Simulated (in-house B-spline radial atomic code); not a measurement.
Inner levels of tellurium as electrons are removed. A shift is the extra binding of the orbital against the neutral atom ([Kr] 4d10 5s2 5p4). Computed with a B-spline radial code for spherical atoms: non-relativistic Hartree-Fock, average of the configuration, point nuclei.

This level leaves out relativity, spin-orbit splitting included, which matters for heavy ions.

```csv
ion,configuration,shift of 1s (eV),shift of 2s (eV),shift of 3s (eV),radius of 1s (bohr),radius of 2s (bohr),radius of 3s (bohr),Σ<r²> (bohr²),change of density at nucleus (bohr⁻³)
Te14+,[Kr] 4d2,321.73,321.59,310.12,0.029237,0.12579,0.33215,8.7659,51.09
Te15+,[Kr] 4d1,358.59,358.41,344.65,0.029237,0.12578,0.33181,7.8949,66.04
Te16+,[Ar] 3d10 4s2 4p6,396.7,396.44,380.17,0.029237,0.12576,0.33144,7.0751,81.811
Te17+,[Ar] 3d10 4s2 4p5,438.75,436.35,417.22,0.029237,0.12574,0.33106,6.3495,101.11
Te18+,[Ar] 3d10 4s2 4p4,481.86,477.17,454.98,0.029236,0.12572,0.33067,5.6543,121.1
Te19+,[Ar] 3d10 4s2 4p3,526,518.88,493.45,0.029235,0.12569,0.33025,4.9875,141.78
Te20+,[Ar] 3d10 4s2 4p2,571.19,561.49,532.62,0.029235,0.12567,0.32982,4.3473,163.17
Te21+,[Ar] 3d10 4s2 4p1,?,?,?,?,?,?,?,?
Te22+,[Ar] 3d10 4s2,664.65,649.33,613.03,0.029233,0.12561,0.32889,3.1409,208.03
Te23+,[Ar] 3d10 4s1,712.07,693.82,653.44,0.029233,0.12561,0.32898,2.5839,-35.766
Te24+,[Ar] 3d10,760.39,739.07,694.44,0.029232,0.12561,0.32867,2.0461,-291.54
Te25+,[Ar] 3d9,?,?,?,?,?,?,?,?
Te26+,[Ar] 3d8,949.01,923.23,835.01,0.029233,0.1254,0.32378,1.7763,-199.42
Te27+,[Ar] 3d7,1046.87,1018.42,907.05,0.029234,0.12529,0.32136,1.6511,-150.84
Te28+,[Ar] 3d6,?,?,?,?,?,?,?,?
Te29+,[Ar] 3d5,1249.66,1214.9,1054.59,0.029235,0.12504,0.31658,1.4181,-48.641
Te30+,[Ar] 3d4,1354.59,1316.16,1130.07,0.029235,0.12491,0.31422,1.3095,4.9884
```

Fill in the row of Te21+.

shift of 1s (eV): 617.41; shift of 2s (eV): 604.97; shift of 3s (eV): 572.48; radius of 1s (bohr): 0.029234; radius of 2s (bohr): 0.12564; radius of 3s (bohr): 0.32936; Σ<r²> (bohr²): 3.7323; change of density at nucleus (bohr⁻³): 185.25.

Fill in the row of Te25+.

shift of 1s (eV): 853.51; shift of 2s (eV): 830.11; shift of 3s (eV): 764.14; radius of 1s (bohr): 0.029233; radius of 2s (bohr): 0.12551; radius of 3s (bohr): 0.32621; Σ<r²> (bohr²): 1.9078; change of density at nucleus (bohr⁻³): -246.32.

Fill in the row of Te28+.

shift of 1s (eV): 1147.09; shift of 2s (eV): 1115.65; shift of 3s (eV): 980.25; radius of 1s (bohr): 0.029234; radius of 2s (bohr): 0.12517; radius of 3s (bohr): 0.31896; Σ<r²> (bohr²): 1.5319; change of density at nucleus (bohr⁻³): -100.58.
